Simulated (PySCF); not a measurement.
C5H3Br, SMILES C#CC=C=CBr. Atoms are numbered in the order given.

```xyz
9

C      3.8627    -0.8684     0.9939
C      2.9774    -0.0706     0.7492
C      1.9705     0.8912     0.4505
C      0.6710     0.6811     0.5968
C     -0.6104     0.4832     0.7263
Br    -1.6854    -0.2194    -0.6865
H      4.6359    -1.5805     1.2118
H      2.3075     1.8699     0.0796
H     -1.1804     0.6921     1.6347
```

Coordinates come from a TPSSh-D3(BJ)/def2-SVP optimisation. This is a generated structure with no PubChem entry under its InChIKey; it may be hypothetical.

All values below come from B3LYP/pcSseg-1 (PySCF).

GIAO shieldings, no solvent; atoms alike by connectivity are averaged. δ = σ(ref) − σ: ¹³C against TMS (σ = 181.3 ppm); ¹H against TMS (σ = 31.68 ppm), references at their B3LYP-D3(BJ)/def2-TZVP geometries, non-relativistic (without spin–orbit terms, shifts of atoms bonded to Cl or Br come out too high).

### Question
Estimate the chemical shifts. (An estimate is asked for; the answer gives what the named calculation found.)

### Answer

| nucleus | atoms | count | δ (ppm) |
|---|---|---|---|
| ¹³C | C4 | 1 | 236.2 |
| ¹³C | C5 | 1 | 100.4 |
| ¹³C | C1 | 1 | 95.9 |
| ¹³C | C3 | 1 | 91.3 |
| ¹³C | C2 | 1 | 78.8 |
| ¹H | H9 | 1 | 6.59 |
| ¹H | H8 | 1 | 6.15 |
| ¹H | H7 | 1 | 3.58 |
